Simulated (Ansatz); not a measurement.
Cost and result for the atomization energy of C3H8SeSi, SMILES `C=C[Se][SiH2]C` (13 atoms, 12 bonds).

```xyz
13

C     1.9850    0.5557   -0.1131
C     1.3045    1.1926   -1.0553
Se   -0.3181    0.6772   -1.9013
Si   -1.0307   -0.9503   -0.4680
C    -1.4200   -0.2740    1.2262
H     2.9064    0.9807    0.2695
H     1.6772   -0.3978    0.3007
H     1.6648    2.1361   -1.4529
H    -0.0216   -2.0401   -0.3786
H    -2.2445   -1.4743   -1.1456
H    -2.2282    0.4570    1.1646
H    -1.7282   -1.0810    1.8963
H    -0.5464    0.2183    1.6576
```

Total charge 0; spin multiplicity 1. Correlated methods include outer-core shells of Se, which these sets cover unevenly. Scalar relativity is left out up to krypton. The structure was optimised at the PBE0-D4/def2-TZVP level. It is one conformer, not always the lowest. Program: Ansatz. All runs use 2 threads of an AMD EPYC 7R13 on a shared host and a share of an NVIDIA H100 80 GB. Times are those of one run each, without the atoms' runs, and a repeat can differ threefold. Electronic energies, without spin–orbit coupling; frozen cores. CCSD(T)/CBS adds CCSD(T) − MP2 in def2-TZVPP to the MP2 limit, and its time is that of the two runs behind it. T1 = 0.011. With those shells the extrapolation isn't a true limit. B3LYP takes the VWN-RPA correlation (the form of Gaussian; ORCA's B3LYP/G).

CCSD(T)/CBS is a level of theory with its own doubt, some kJ/mol a heavy atom from the limit and from the frozen cores, so smaller differences don't rank the functionals.

```
                             level  functions  wall time
   PBE-D4/def2-TZVPP (with forces)        295      3.9 s
                PBE0-D4/def2-TZVPP        295      4.4 s
 B3LYP-D4/def2-TZVPP (with forces)        295      4.7 s
                ωB97X-V/def2-TZVPP        295      4.9 s
r2SCAN-D4/def2-TZVPP (with forces)        295      5.5 s
  ωB97M-V/def2-TZVPP (with forces)        295      5.5 s
                 B2PLYP/def2-TZVPP        295      5.5 s
                CCSD(T)/def2-TZVPP        295        7 s
                    MP2/def2-QZVPP        570       14 s
                 CCSD(T)/CBS(def2)          –       21 s
```

Task: What atomization energy does each give, and how far from CCSD(T)/CBS? (An estimate is asked.)

Result: Ansatz gave: 
```json
{"level": "PBE-D4/def2-TZVPP (with forces)", "atomization (kcal/mol)": "1152.0", "difference from CCSD(T)/CBS": "16.0", "per bond": "1.3"}
{"level": "PBE0-D4/def2-TZVPP", "atomization (kcal/mol)": "1138.0", "difference from CCSD(T)/CBS": "2.0", "per bond": "0.2"}
{"level": "B3LYP-D4/def2-TZVPP (with forces)", "atomization (kcal/mol)": "1135.0", "difference from CCSD(T)/CBS": "-1.0", "per bond": "-0.1"}
{"level": "ωB97X-V/def2-TZVPP", "atomization (kcal/mol)": "1136.5", "difference from CCSD(T)/CBS": "0.5", "per bond": "0.0"}
{"level": "r2SCAN-D4/def2-TZVPP (with forces)", "atomization (kcal/mol)": "1138.3", "difference from CCSD(T)/CBS": "2.3", "per bond": "0.2"}
{"level": "ωB97M-V/def2-TZVPP (with forces)", "atomization (kcal/mol)": "1134.7", "difference from CCSD(T)/CBS": "-1.3", "per bond": "-0.1"}
{"level": "B2PLYP/def2-TZVPP", "atomization (kcal/mol)": "1121.2", "difference from CCSD(T)/CBS": "-14.8", "per bond": "-1.2"}
{"level": "CCSD(T)/def2-TZVPP", "atomization (kcal/mol)": "1108.2", "difference from CCSD(T)/CBS": "-27.8", "per bond": "-2.3"}
{"level": "MP2/def2-QZVPP", "atomization (kcal/mol)": "1134.2", "difference from CCSD(T)/CBS": "-1.8", "per bond": "-0.1"}
{"level": "CCSD(T)/CBS(def2)", "atomization (kcal/mol)": "1136.0", "difference from CCSD(T)/CBS": "0.0", "per bond": "0.0"}
```

From PBE to PBE0 (25 % exact exchange), in def2-TZVPP and without D4, the atomization energy moves by −12.8 kcal/mol: exact exchange takes away binding that semilocal exchange gives to molecules. In def2-TZVPP, CCSD(T) changes the Hartree–Fock value by +264.8 kcal/mol (the triples alone add +16.1 kcal/mol) and MP2 by +274.6 kcal/mol; breaking electron pairs costs correlation energy, which Hartree–Fock lacks. The D4 term adds +12.6 kcal/mol with B3LYP and +6.7 kcal/mol with PBE0; it sums over pairs of atoms, weighted by their polarisabilities, and B3LYP, whose exchange is more repulsive, gets the larger term.
